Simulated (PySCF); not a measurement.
Compound: B₃H₄NO₃.
Bonds: N1–B2, B2–O3, O3–B4, B4–O5, O5–B6, B6–O7, B2–O7. Hydrogens: H8, H9 on N1; H10 on B4; H11 on B6.

Computed by this run: PySCF, PBE0-D3(BJ)/def2-SVP geometry optimisation, gas phase; density fitting, grid level 1; the optimiser is geomeTRIC in internal coordinates, started from a GFN2-xTB structure with every atom displaced at random (about 0.01 Å).

Step 0: E = -9715.9663 eV
```
atom  x, y, z in Å  |  force x, y, z in eV/Å
N1      2.0348   -0.6191   -0.3138   -1.800   2.397   1.511
B2      0.6972   -0.2121   -0.0328    1.411  -0.439  -0.291
O3     -0.3822   -0.9723   -0.4839    2.859  -0.332  -0.319
B4     -1.5927   -0.5788   -0.2041   -2.800  -0.135   0.132
O5     -1.8636    0.5425    0.5158    0.278   0.750   0.388
B6     -0.8189    1.3096    0.9665    0.086  -0.552  -0.282
O7      0.4678    0.9396    0.6977   -0.168  -0.130  -0.094
H8      2.8242   -0.0611   -0.0198   -0.029  -0.076  -0.017
H9      2.2295   -1.4166   -0.8200    0.574  -2.031  -1.306
H10    -2.5254   -1.2326   -0.5657   -0.254  -0.182  -0.162
H11    -1.0289    2.2746    1.5953   -0.157   0.731   0.440
```

Step 1: E = -9716.1023 eV
```
atom  x, y, z in Å  |  force x, y, z in eV/Å
N1      2.0107   -0.5639   -0.3686    0.585  -0.600  -0.045
B2      0.7275   -0.2799    0.0809   -0.325   0.450  -0.425
O3     -0.3362   -1.0616   -0.3308   -0.942   0.067   0.106
B4     -1.6337   -0.5909   -0.2047    0.980  -0.237  -0.007
O5     -1.8525    0.5952    0.4414   -0.118   0.013   0.039
B6     -0.8074    1.3099    0.9781   -0.041   0.121  -0.030
O7      0.4692    0.8844    0.7992    0.134  -0.144   0.114
H8      2.8128   -0.0060   -0.1079   -0.063  -0.033   0.010
H9      2.2323   -1.4279   -0.8668   -0.160   0.486   0.227
H10    -2.5473   -1.2131   -0.6711   -0.065  -0.057   0.008
H11    -1.0339    2.3275    1.5853    0.014  -0.067   0.004
```

Step 2: E = -9716.1386 eV
```
atom  x, y, z in Å  |  force x, y, z in eV/Å
N1      2.0300   -0.5681   -0.3589   -0.100  -0.211  -0.042
B2      0.7153   -0.2440   -0.0170    0.058   0.014   0.358
O3     -0.3580   -1.0384   -0.3906   -0.219   0.216  -0.170
B4     -1.6397   -0.5862   -0.2012    0.334  -0.277  -0.021
O5     -1.8629    0.5891    0.4638   -0.008   0.085  -0.025
B6     -0.8068    1.3152    0.9632   -0.011  -0.080   0.128
O7      0.4667    0.8929    0.7462    0.028   0.119  -0.187
H8      2.8204   -0.0316   -0.0316   -0.040   0.033  -0.008
H9      2.2626   -1.4262   -0.8407   -0.019   0.084  -0.006
H10    -2.5658   -1.2348   -0.6118   -0.032   0.001   0.007
H11    -1.0203    2.3060    1.6137    0.009   0.017  -0.034
```

Problem. Estimate the geometry and energy of step 3. (The exact step hangs on the optimiser's Hessian estimate; all steps are aligned on step 2, rigid shifts and turns removed.)

Solution. E = -9716.1503 eV, largest force 0.233 eV/Å
```
atom  x, y, z in Å  |  force x, y, z in eV/Å
N1      2.0231   -0.5814   -0.3536   -0.064   0.119   0.146
B2      0.7169   -0.2253   -0.0147    0.114  -0.117   0.130
O3     -0.3478   -1.0175   -0.4155   -0.163   0.151  -0.073
B4     -1.6269   -0.5924   -0.2007    0.079  -0.150  -0.055
O5     -1.8585    0.5771    0.4755    0.024   0.075   0.062
B6     -0.8090    1.3165    0.9714   -0.096  -0.038  -0.008
O7      0.4692    0.9171    0.7384    0.062  -0.025  -0.148
H8      2.8157   -0.0536   -0.0195    0.046   0.008  -0.035
H9      2.2413   -1.4308   -0.8502    0.005  -0.043  -0.051
H10    -2.5519   -1.2479   -0.6068   -0.011   0.014   0.027
H11    -1.0306    2.3118    1.6110    0.004   0.007   0.006
```

The energy changes by -0.0118 eV. The first-order estimate −F·Δx gives -0.0201 eV and the mean of the old and new forces, exact on a quadratic surface, -0.0118 eV. The step makes an angle of 68° with the force vector and moves no atom by more than 0.034 Å.

What follows is the cost of the whole optimisation. Hardware: one thread of an Arm Neoverse V2, shared host. Cost: 40 s of wall time, 0.51 GiB resident at most.
